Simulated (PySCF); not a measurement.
Cards and structures have been mixed up. Pair them.

Structures:
1. `C#CC[SiH2]S[SiH2]O[SiH3]`
2. `C1=C[Si@@H](C=C([SiH2]1)Cl)C1CC1`
3. `COCC/C(C)=C1/C[SiH2]1`
4. `C[SiH2]C[C@@H](CF)[SiH2]C`

Card P (geometry GFN2-xTB):
* Rotational constants A, B, C: 4.750, 0.312, 0.296 GHz
* 13C chemical shifts (computed TMS as zero) by class (GIAO PBE0/pcSseg-1): 82.9 (1 C), 74.4 (1 C), 4.1 (1 C) ppm
* HOMO energy (PBE0/pcSseg-1): -7.41 eV
* Isotropic shieldings of nuclei other than C and H, by class (GIAO PBE0/pcSseg-1): 319 (1 O), 372 (1 Si), 386 (1 Si), 390 (1 Si), 768 (1 S) ppm
* Point group: Cs

Card Q (geometry GFN2-xTB):
* Rotational constants A, B, C: 2.009, 0.678, 0.605 GHz
* Isotropic shieldings of nuclei other than C and H, by class (GIAO PBE0/pcSseg-1): 425 (1 F), 383 (1 Si), 391 (1 Si) ppm
* Dipole moment (PBE0/pcSseg-1): 1.11 D
* 13C chemical shifts (computed TMS as zero) by class (GIAO PBE0/pcSseg-1): 89.2 (1 C), 28.0 (1 C), 11.5 (1 C), -6.9 (1 C), -8.4 (1 C) ppm

Card R (geometry GFN2-xTB):
* Rotational constants A, B, C: 1.374, 0.500, 0.387 GHz
* 13C chemical shifts (computed TMS as zero) by class (GIAO PBE0/pcSseg-1): 157.0 (1 C), 156.5 (1 C), 151.4 (1 C), 147.9 (1 C), 3.1 (1 C), 3.0 (1 C), -1.5 (1 C) ppm
* Point group: C1
* Dipole moment (PBE0/pcSseg-1): 2.35 D

Card S (geometry GFN2-xTB):
* Rotational constants A, B, C: 2.032, 0.689, 0.542 GHz
* HOMO energy (PBE0/pcSseg-1): -6.82 eV
* Isotropic shieldings of nuclei other than C and H, by class (GIAO PBE0/pcSseg-1): 310 (1 O), 495 (1 Si) ppm
* 13C chemical shifts (computed TMS as zero) by class (GIAO PBE0/pcSseg-1): 152.1 (1 C), 128.8 (1 C), 77.1 (1 C), 59.1 (1 C), 44.2 (1 C), 23.9 (1 C), 0.2 (1 C) ppm

Each SMILES stands for a single optimised conformer of the isolated species, non-relativistic unless stated; the electronic structure was computed with PySCF and density fitting. NMR classes are plain means over equivalent atoms (diastereotopic ones count apart unless rotation or inversion swaps them), as if these changed places fast.

Q: Which card belongs to which structure?

A: P = 1, Q = 4, R = 2, S = 3. What ties each card to its structure:
- 1 (card P), C3H10OSSi3, monoisotopic mass 178.0 u, 8 heavy atoms: 3 C in 3 classes; point group Cs; the least shielded carbon (82.9 ppm) is an alkyne carbon; an asymmetric top with C = 0.296 GHz, the lowest such constant on the cards.
- 2 (card R), C7H11ClSi2, monoisotopic mass 186.0 u, 10 heavy atoms: 7 C in 7 classes; the least shielded carbon (157.0 ppm) is an alkene CH carbon; an asymmetric top with C = 0.387 GHz; dipole 2.35 D.
- 3 (card S), C7H14OSi, monoisotopic mass 142.1 u, 9 heavy atoms: 7 C in 7 classes; the least shielded carbon (152.1 ppm) is a fully substituted alkene carbon; an asymmetric top with C = 0.542 GHz.
- 4 (card Q), C5H15FSi2, monoisotopic mass 150.1 u, 8 heavy atoms: 5 C in 5 classes; the least shielded carbon (89.2 ppm) is an sp3 C–F carbon; an asymmetric top with C = 0.605 GHz, the highest such constant on the cards; dipole 1.11 D.
